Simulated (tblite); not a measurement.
Parent: `[CH2:1]=[CH:2][CH2:3][C:4]1([CH2:5][F:6])[CH2:7][CH2:8]1` with C1–C2–C3–C4 -123°, C2–C3–C4–C5 65°, C3–C4–C5–F6 -179°, C7H11F.

Structures optimised with GFN2-xTB, isolated species. One conformer each, not checked by frequencies here.

```
coordinate of the parent    value
                   C1=C2  1.319 Å
                   C2–C3  1.498 Å
                   C3–C4  1.519 Å
                   C4–C5  1.516 Å
                   C5–F6  1.372 Å
                   C4–C7  1.500 Å
                   C7–C8  1.501 Å
                   C4–C8  1.500 Å
                C1–C2–C3   124.6°
                C2–C3–C4   111.4°
                C3–C4–C5   112.1°
                C3–C4–C7   119.5°
                C3–C4–C8   119.2°
                C5–C4–C7   118.3°
                C5–C4–C8   118.7°
                C7–C4–C8    60.1°
                C4–C5–F6   111.9°
                C4–C7–C8    60.0°
                C4–C8–C7    60.0°
```

**Question.** How does the shared frame change in `[CH2:1]=[CH:2][CH2:3][C@@:4]1([CH2:5][F:6])[CH2:7][C@H:8]1[CH:9]=[CH2:10]` with C1–C2–C3–C4 -122°, C2–C3–C4–C5 71°, C3–C4–C5–F6 -179°, C7–C8–C9–C10 -154°, C9H13F? Atoms pair as C1 = C1, C2 = C2, C3 = C3, C4 = C4, C5 = C5, F6 = F6, C7 = C7, C8 = C8 (parent first).

**Answer.** 
| parent | relative | value in the relative | change |
| --- | --- | --- | --- |
| C1=C2 | C1=C2 | 1.319 Å | 0.000 |
| C2–C3 | C2–C3 | 1.498 Å | 0.000 |
| C3–C4 | C3–C4 | 1.519 Å | 0.000 |
| C4–C5 | C4–C5 | 1.517 Å | +0.001 |
| C5–F6 | C5–F6 | 1.372 Å | 0.000 |
| C4–C7 | C4–C7 | 1.496 Å | -0.004 |
| C7–C8 | C7–C8 | 1.510 Å | +0.009 |
| C4–C8 | C4–C8 | 1.517 Å | +0.017 |
| C1–C2–C3 | C1–C2–C3 | 124.5° | -0.1 |
| C2–C3–C4 | C2–C3–C4 | 111.2° | -0.2 |
| C3–C4–C5 | C3–C4–C5 | 111.4° | -0.7 |
| C3–C4–C7 | C3–C4–C7 | 120.5° | +1.0 |
| C3–C4–C8 | C3–C4–C8 | 120.7° | +1.5 |
| C5–C4–C7 | C5–C4–C7 | 118.3° | 0.0 |
| C5–C4–C8 | C5–C4–C8 | 117.1° | -1.6 |
| C7–C4–C8 | C7–C4–C8 | 60.2° | +0.1 |
| C4–C5–F6 | C4–C5–F6 | 112.0° | +0.1 |
| C4–C7–C8 | C4–C7–C8 | 60.6° | +0.6 |
| C4–C8–C7 | C4–C8–C7 | 59.2° | -0.8 |

Of the parent's bonds, C4–C8 changes most (+0.017 Å). Bonds of the relative outside the shared frame: C8–C9 1.469, C9=C10 1.323 Å. Point group C1 → C1.

The numbers are calculated, not measured.
